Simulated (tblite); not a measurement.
Compound: C6H10FGa.
Numbering: `[CH2:1]=[CH:2][CH2:3][Ga:4]([F:5])[CH:6]1[CH2:7][CH2:8]1` (hydrogens: H9, H10 on C1; H11 on C2; H12, H13 on C3; H14 on C6; H15, H16 on C7; H17, H18 on C8)

Computed with GFN2-xTB (tblite), gas phase: L-BFGS steps from a force-field or distance-geometry start until the largest atomic force falls under 0.01 eV/Å.

Step 94: E = -649.2470 eV
```
atom  x, y, z in Å  |  force x, y, z in eV/Å
C1      2.8015    0.7544    1.3723   -0.006  -0.033   0.050
C2      2.4095   -0.4642    1.0228    0.033   0.025  -0.008
C3      2.0172   -0.8469   -0.3502    0.041  -0.052  -0.037
Ga4    -0.0635   -0.6265   -0.4182    0.022  -0.002   0.047
F5     -0.7154   -0.3869    1.2167    0.020  -0.001  -0.027
C6     -1.5839   -0.3211   -1.7525   -0.008   0.010  -0.014
C7     -2.2092    1.0479   -1.6585   -0.063  -0.019   0.003
C8     -2.9382   -0.1420   -1.1298   -0.011   0.017  -0.045
H9      3.0738    0.9871    2.3864    0.014   0.019   0.025
H10     2.8717    1.5628    0.6592    0.016  -0.058  -0.018
H11     2.3357   -1.2456    1.7720    0.024   0.049  -0.022
H12     2.2891   -1.8787   -0.5858   -0.039   0.003   0.012
H13     2.4411   -0.1846   -1.1085   -0.014   0.034   0.020
H14    -1.5456   -0.7724   -2.7385    0.010  -0.014   0.006
H15    -2.5733    1.5171   -2.5620    0.013  -0.016  -0.034
H16    -1.7976    1.7493   -0.9425   -0.043   0.013   0.049
H17    -3.8025   -0.5012   -1.6711   -0.005   0.010   0.005
H18    -3.0196   -0.2420   -0.0532   -0.004   0.015  -0.012
```

Step 95: E = -649.2480 eV
```
atom  x, y, z in Å  |  force x, y, z in eV/Å
C1      2.8077    0.7527    1.3751   -0.002  -0.040   0.064
C2      2.4124   -0.4644    1.0246    0.005   0.021  -0.024
C3      2.0180   -0.8465   -0.3474    0.040  -0.053  -0.068
Ga4    -0.0634   -0.6245   -0.4206    0.033   0.008   0.005
F5     -0.7088   -0.3679    1.2099   -0.002   0.003   0.012
C6     -1.5862   -0.3206   -1.7557    0.006   0.001  -0.010
C7     -2.2146    1.0466   -1.6580   -0.055  -0.013  -0.014
C8     -2.9402   -0.1458   -1.1310   -0.013   0.013  -0.053
H9      3.0797    0.9825    2.3900    0.014   0.022   0.022
H10     2.8816    1.5614    0.6636    0.019  -0.047  -0.031
H11     2.3318   -1.2443    1.7732    0.033   0.025   0.005
H12     2.2837   -1.8800   -0.5860   -0.027   0.027   0.026
H13     2.4429   -0.1841   -1.1053   -0.015   0.022   0.017
H14    -1.5483   -0.7694   -2.7434    0.014  -0.008   0.020
H15    -2.5771    1.5151   -2.5626    0.002  -0.014  -0.025
H16    -1.8064    1.7493   -0.9414   -0.033   0.009   0.051
H17    -3.8048   -0.5051   -1.6720   -0.002   0.006   0.013
H18    -3.0171   -0.2485   -0.0544   -0.017   0.017  -0.012
```

Q: Estimate the geometry and energy of step 96. (The exact step hangs on the optimiser's Hessian estimate; all steps are aligned on step 95, rigid shifts and turns removed.)

A: E = -649.2493 eV, largest force 0.067 eV/Å
```
atom  x, y, z in Å  |  force x, y, z in eV/Å
C1      2.8202    0.7467    1.3812   -0.003  -0.036   0.038
C2      2.4133   -0.4656    1.0267   -0.018   0.019  -0.017
C3      2.0201   -0.8443   -0.3466    0.029  -0.024  -0.055
Ga4    -0.0618   -0.6166   -0.4265    0.020   0.034  -0.011
F5     -0.7035   -0.3184    1.1984   -0.005  -0.001   0.014
C6     -1.5884   -0.3200   -1.7632   -0.004   0.004   0.014
C7     -2.2252    1.0434   -1.6570   -0.026  -0.011  -0.029
C8     -2.9418   -0.1550   -1.1330   -0.001   0.003  -0.044
H9      3.0886    0.9715    2.3987    0.010   0.023   0.003
H10     2.9080    1.5547    0.6695    0.022  -0.058  -0.008
H11     2.3162   -1.2430    1.7758    0.041   0.011   0.008
H12     2.2760   -1.8798   -0.5865   -0.002   0.038   0.021
H13     2.4480   -0.1794   -1.1012   -0.013  -0.007   0.015
H14    -1.5513   -0.7664   -2.7526    0.019   0.005   0.035
H15    -2.5886    1.5131   -2.5616   -0.004  -0.018   0.006
H16    -1.8203    1.7449   -0.9364   -0.031  -0.001   0.029
H17    -3.8073   -0.5156   -1.6712   -0.005  -0.004   0.010
H18    -3.0114   -0.2634   -0.0560   -0.028   0.025  -0.028
```

The energy changes by -0.0012 eV. The first-order estimate −F·Δx gives -0.0018 eV and the mean of the old and new forces, exact on a quadratic surface, -0.0012 eV. The step makes an angle of 83° with the force vector and moves no atom by more than 0.051 Å.

What follows is the cost of the whole relaxation. Hardware: one thread of an Arm Neoverse N1, on a shared host. Cost: 1.9 s wall.
